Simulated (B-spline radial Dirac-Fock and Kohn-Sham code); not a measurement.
## How the settings move the core levels of Cd⁶⁺

ΔSCF core binding energies without Breit or QED terms, calculated with a radial atomic solver. Keys: rel is the Hamiltonian (dirac, or spin-free x2c and nr, where L3 and M5 stand for the whole 2p and 3d shells), method is hf or an exchange,correlation pair (spin-unpolarised, also for the hole states), nuc the nuclear model, radius_factor scales its radius, rmax is the box in bohr, h the logarithmic mesh step, order the B-spline order, points the quadrature points per cell, c_factor scales the speed of light, and damp, ndamp, maxit and tol steer the iteration. The run stops when the commutator error falls below 10·tol·max(1, Z/10), or the numerical noise floor, and the energy has settled to about 1e-8 Ha; the virial ratio is −V/T.

Base input:

```json
{"items": [{"Z": 48, "q": 6, "cfg": [[1, 0, 2], [2, 0, 2], [2, 1, 6], [3, 0, 2], [3, 1, 6], [3, 2, 10], [4, 0, 2], [4, 1, 6], [4, 2, 6]], "A": 114, "rrms": 4.6087, "do": "settings", "holes": ["K", "L3", "M5"],
  "settings": [{"rel": "dirac", "method": "hf", "nuc": "fermi", "radius_factor": 1.0, "rmax": 45.0, "h": 0.3, "order": 8, "points": 10, "c_factor": 1.0, "maxit": 60, "damp": 0.5, "ndamp": 3, "tol": 1e-08}]}]}
```

The ground state converged in 10 iterations, with total energy -5583.42227 Ha, virial ratio 1.95344 and highest orbital energy -108.40 eV. ΔSCF binding energies: K (1s) 26907.1 eV, L3 (2p3/2) 3657.4 eV, M5 (3d5/2) 515.0 eV.

Changes from the base run:

```tsv
changed setting	Δ total energy (Ha)	Δ K (eV)	Δ L3 (eV)	Δ M5 (eV)	iterations
order = 9	-0.00001	0.00	0.00	0.00	10
damp = 0.2	0.00000	0.00	0.00	0.00	9
nuc = "sphere"; radius_factor = 0.8; rmax = 80.0	-0.04295	+0.50	0.00	0.00	10
method = "pw91,pw91"; nuc = "sphere"; c_factor = 0.9	?	?	?	?	?
rel = "nr"	+128.25814	-868.86	+4.19	+9.06	10
nuc = "sphere"	+0.00015	0.00	0.00	0.00	10
h = 0.22	-0.00002	0.00	0.00	0.00	10
```

Question: What does the change method = "pw91,pw91"; nuc = "sphere"; c_factor = 0.9 do?

Answer: The total energy moves by -35.74161 Ha and the binding energies by K +250.57 eV, L3 -18.24 eV, M5 -3.99 eV; the run takes 9 iterations.
